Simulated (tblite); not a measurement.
CH10NPSi4.
Bonds: N1–C2 (triple), C2–Si3, Si3–Si4, Si4–Si5, Si5–Si6, Si6–P7. Hydrogens: H8, H9 on Si3; H10, H11 on Si4; H12, H13 on Si5; H14, H15 on Si6; H16, H17 on P7.

Computed geometry: GFN2-xTB, gas phase.

Task: List the bond lengths, angles and torsions at this level.

Result: 
| bond | length (Å) |
| --- | --- |
| N1≡C2 | 1.147 |
| C2–Si3 | 1.868 |
| Si3–Si4 | 2.327 |
| Si4–Si5 | 2.336 |
| Si5–Si6 | 2.326 |
| Si6–P7 | 2.246 |
| Si3–H8, Si3–H9 | 1.466 |
| Si4–H10, Si4–H11 | 1.473 |
| Si5–H12, Si5–H13 | 1.471 |
| Si6–H14 | 1.461 |
| Si6–H15 | 1.473 |
| P7–H16, P7–H17 | 1.379 |

Bonds in one row agree within 0.01 Å and their mean is given. A selection of angles:
| angle | degrees |
| --- | --- |
| N1–C2–Si3 | 175.3 |
| C2–Si3–Si4 | 104.3 |
| C2–Si3–H8 | 104.4 |
| Si4–Si3–H8 | 118.4 |
| H8–Si3–H9 | 107.7 |
| Si3–Si4–Si5 | 113.5 |
| Si3–Si4–H10 | 108.0 |
| Si5–Si4–H10 | 112.8 |
| Si5–Si4–H11 | 110.5 |
| H10–Si4–H11 | 103.3 |
| Si4–Si5–Si6 | 113.0 |
| Si4–Si5–H12 | 109.4 |
| Si4–Si5–H13 | 110.5 |
| Si6–Si5–H12 | 109.5 |
| Si6–Si5–H13 | 110.8 |
| H12–Si5–H13 | 103.2 |
| Si5–Si6–P7 | 105.0 |
| Si5–Si6–H14 | 116.3 |
| P7–Si6–H14 | 105.6 |
| P7–Si6–H15 | 109.1 |
| H14–Si6–H15 | 105.8 |
| Si6–P7–H16 | 94.9 |
| H16–P7–H17 | 91.9 |

Dihedral angles: C2–Si3–Si4–Si5 -1° (synperiplanar); Si3–Si4–Si5–Si6 53° (synclinal); Si4–Si5–Si6–P7 10° (synperiplanar). The mirror-image conformer, all signs reversed, is as good.

Si5 (SiH2 silicon) is distorted tetrahedral (angles from 103.2° to 113.0°). Si6 (SiH2 silicon) is distorted tetrahedral (angles from 105.0° to 116.3°). P7 (three-coordinate phosphorus) is pyramidal (angles 96.0°, 94.9° and 91.9°, sum 282.8°, 0.83 Å off the plane of its three neighbours). Of the pairs four or more bonds apart, N1···Si6 is among the closest relative to their van der Waals radii: 3.53 Å, 97 % of the sum of Bondi's values. Si3 (SiH2 silicon) is distorted tetrahedral (angles from 103.1° to 118.4°). Si4 (SiH2 silicon) is distorted tetrahedral (angles from 103.3° to 113.5°).

Point group: C1 (no symmetry element, even within 0.4 Å). Its GFN2-xTB frequencies are all real (lowest 23 cm⁻¹). The numbers are those of one conformer (C2–Si3–Si4–Si5 -1°, Si3–Si4–Si5–Si6 53°, Si4–Si5–Si6–P7 10°, Si5–Si6–P7–H 88° and 180°). 3 starts were optimised and ended at 0.00, 1.19 and 3.14 kcal/mol (GFN2-xTB); the lowest of these is shown.
